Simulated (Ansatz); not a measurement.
Start from `CB(O)[SeH]` and change one atom or group to get `NCB(O)[SeH]`.

Ansatz, PBE0-D4/def2-TZVP geometries, multiplicity 1. Each molecule was computed in one conformer, which needn't be the lowest.

Scalar relativity is left out up to krypton.

```
                                                                                  property  `CB(O)[SeH]`
                                                     HOMO–LUMO gap (B3LYP/def2-TZVPP) / eV          6.82
                                          size of the dipole moment (B3LYP/def2-TZVPP) / D          2.25
                                                        HOMO energy (PBE0/def2-TZVPP) / eV         -7.03
                                            zero-point energy (PBE0-D4/def2-TZVP) / kJ/mol         168.5
                                                         HOMO energy (PBE/def2-TZVPP) / eV         -5.91
ideal-gas entropy at 298 K and 1 bar (rigid rotor, harmonic PBE0-D4/def2-TZVP) / J/(mol·K)           331
```

Q: What does the change do to each property? (Estimate.)

A: Computed: 
| property | `NCB(O)[SeH]` | shift |
| --- | --- | --- |
| HOMO–LUMO gap (B3LYP/def2-TZVPP) / eV | 6.01 | -0.81 |
| size of the dipole moment (B3LYP/def2-TZVPP) / D | 2.34 | 0.09 |
| HOMO energy (PBE0/def2-TZVPP) / eV | -6.65 | 0.38 |
| zero-point energy (PBE0-D4/def2-TZVP) / kJ/mol | 217.5 | 49.0 |
| HOMO energy (PBE/def2-TZVPP) / eV | -5.24 | 0.67 |
| ideal-gas entropy at 298 K and 1 bar (rigid rotor, harmonic PBE0-D4/def2-TZVP) / J/(mol·K) | 357 | 26 |

With PBE0 the HOMO rises by 0.38 eV and the LUMO falls by 0.34 eV, so the gap narrows by about 0.72 eV. PBE moves the HOMO by 0.67 eV and ωB97M-V by 0.20 eV. The zero-point energy changes by 49.0 kJ/mol with +6 modes. Dipoles are sizes alone; their direction can turn. Modes under 60 cm⁻¹, often nearly free rotors, make the harmonic entropy too high.

B3LYP here is the variant with VWN-RPA as its local correlation; programs differ in this.

Spin–orbit coupling is left out; it splits and shifts lone-pair levels of the heavy atoms by tenths of an eV.
